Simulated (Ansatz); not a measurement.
`FBO[SiH3]` + `N[SiH3]` → `FBN[SiH3]` + `O[SiH3]` at 500 K and 1 bar (ligand exchange at a B–O bond).

Program: Ansatz. Geometries: PBE0-D4/def2-TZVP. ΔE: electronic, gas phase. CCSD(T)/CBS adds triple-zeta CCSD(T) − MP2 to the extrapolated MP2 energy (def2 sets, frozen cores). This one scheme is used for every species. Each species was taken in one conformer, which may not be the lowest.

```
    species  CCSD(T)/CBS energy (Eh)  H − E (kJ/mol)  S (J/(mol·K))
`FBO[SiH3]`               -491.38634           157.1          366.7
  `N[SiH3]`               -346.80422           161.3          303.9
`FBN[SiH3]`               -471.49367           191.1          371.5
  `O[SiH3]`               -366.69042           127.5          292.9
```

H − E and S are ideal-gas, rigid-rotor, harmonic terms from PBE0-D4/def2-TZVP, for one conformer and one mirror image of each species. 1 Eh = 2625.50 kJ/mol, R = 8.31446 J/(mol·K).

Task: By hand: ΔE, ΔH, ΔS and ΔG.

Result: ΔE = (-471.49367) + (-366.69042) − (-491.38634) − (-346.80422) = 0.00647 Eh = 17.0 kJ/mol. Δ(H − E) = 191.1 + 127.5 − 157.1 − 161.3 = 0.2, so ΔH = 17.2 kJ/mol. ΔS = 371.5 + 292.9 − 366.7 − 303.9 = -6.2 J/(mol·K). ΔG = 17.2 − 500 × (-6.2)/1000 = 20.3 kJ/mol.

Task: By hand: the equilibrium constant, and the temperature at which ΔG would vanish if ΔH and ΔS stayed fixed.

Result: log₁₀ K = −ΔG/(RT ln 10) = -2.1. ΔH and −TΔS have one sign here, so there is no such temperature.

The number of gas molecules stays the same, so ΔS is small and ΔH decides. A doubt of 5 kJ/mol in ΔE shifts log₁₀ K by 0.5 here. Other conformers and mirror images would add mixing entropy, several J/(mol·K) or more a flexible species. These are equilibria of isolated gas molecules and say nothing of rates. Largest T1 diagnostic: 0.013 (customary marks: 0.02 for closed shells, 0.045 for open ones).

ΔS is within the doubt of such terms, so its sign, and with it that verdict, could turn.
